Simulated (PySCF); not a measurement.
**Excitation energy of Ge by level of theory**

Ge [Ar] 3d10 4s2 4p2 (3P) → Ge [Ar] 3d10 4s1 4p3 (5S), as a difference of total energies. Computed with PySCF 2.14 in x2c-TZVPPall (6s5p4d1f, 48 functions), with scalar relativity by spin-free X2C-1e. Correlated levels: valence: [Ar] 3d10 frozen; valence and next inner shell: [Ne] frozen. The calculations carry no spin-orbit coupling.

```csv
method,excitation energy (cm⁻¹)
UHF,28559
LDA,47794
PBE,46005
PBE0,42941
r2SCAN,40880
MN15,43423
TPSSh,43325
TPSS,44199
r2SCANh,40374
MP2 (valence),35419
SCS-MP2 (valence),38586
MP2 (valence and next inner shell),37031
SCS-MP2 (valence and next inner shell),39971
```

Errors of the correlated levels include the incompleteness of this basis and the frozen core.

Q: Which method comes closest to the reference value, and which is furthest?

A: The reference is 40958 cm⁻¹ (measured; NIST levels, between the centres of gravity of the two terms). Closest: r2SCAN (error -78.154 cm⁻¹); furthest: UHF (error -12398 cm⁻¹).
